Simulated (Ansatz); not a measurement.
Saddle point of SiH$_{5}$BrO, closed shell (SiH₄O ([OH][SiH3]) + HBr → SiH₃Br ([SiH3][Br]) + H₂O; bonds formed: Si1–Br7, O2–H6; bonds broken: Si1–O2, H6–Br7), PBE0-D4/def2-TZVP structure:

```xyz
8
angstrom
Si -0.2694 -0.1500 -0.6991
O 0.4238 -0.3284 1.0925
H -1.0022 -1.4129 -0.3149
H 0.7662 -0.6039 -1.6449
H -1.3971 0.6350 -1.2551
H 0.7522 0.5615 1.3597
Br 0.8756 2.0495 -0.2832
H -0.1492 -0.7509 1.7449
```

Energies are electronic, without zero-point energy. Barriers and step energies count from the start structure reached by relaxing down the imaginary mode; all methods use the PBE0-D4 structures, on which another method's saddle can fall below an end. Computed with Ansatz 0.2.0 (basis: def2-TZVPP, with def2-QZVPP for the basis limit); correlated methods freeze the cores. Filled d shells of the heavier atoms are correlated. The def2 sets are not built for correlating such inner shells, so the correlated values are less sure here. B3LYP uses VWN-RPA correlation. Extrapolation: Hartree–Fock as exp(−7.88 √X), correlation as X^−2.97.

| method | barrier (kcal/mol) | step energy (kcal/mol) |
| --- | --- | --- |
| SPW92 | ? | 0.84 |
| PBE-D4 | 15.82 | -1.44 |
| BLYP-D4 | 20.33 | 0.94 |
| r2SCAN-D4 | 17.77 | -0.41 |
| B97M-V | 19.93 | 0.36 |
| PBE0-D4 | 16.91 | -1.63 |
| B3LYP-D4 | 20.81 | 0.67 |
| r2SCAN0-D4 | 18.06 | -0.84 |
| BHLYP-D4 | 21.82 | 0.46 |
| CAM-B3LYP-D4 | 21.78 | 1.91 |
| wB97X-V | ? | -0.46 |
| wB97M-V | 18.21 | -0.91 |
| B2PLYP | 21.94 | 1.11 |
| PBE-QIDH | ? | -0.90 |
| RPA on PBE | 23.19 | 0.82 |
| HF | 28.20 | 0.86 |
| MP2 | 20.74 | -0.01 |
| CCSD | 22.97 | 0.40 |
| CCSD(T) | 21.78 | 0.30 |

**Question.** Fill in the withheld barriers. (Judge from chemistry; the value comes from the calculation.)

**Answer.** The calculation gives: wB97X-V 19.92; PBE-QIDH 18.75; SPW92 11.52 kcal/mol. Each is the energy of the saddle less that of the start structure, by the same method.

For comparison, the barrier by CCSD(T) at an estimated basis limit (MP2 extrapolated from triple and quadruple zeta, plus CCSD(T) − MP2 in triple zeta) is 19.94 kcal/mol.

T1 diagnostic: at most 0.009.

Labels in which every atom is bracketed show which atoms are joined, not bond orders.

For scale, one of the runs: CCSD(T)/def2-TZVPP, 191 basis functions, launched by `ansatz run in.yaml --threads 4 --pin off --events-out ev --progress --plain --max-ram 9574MiB`. The run took 61 s on 4 CPU threads of an Arm Neoverse V1 (shared host), with 2.1 GiB of host memory at its peak.
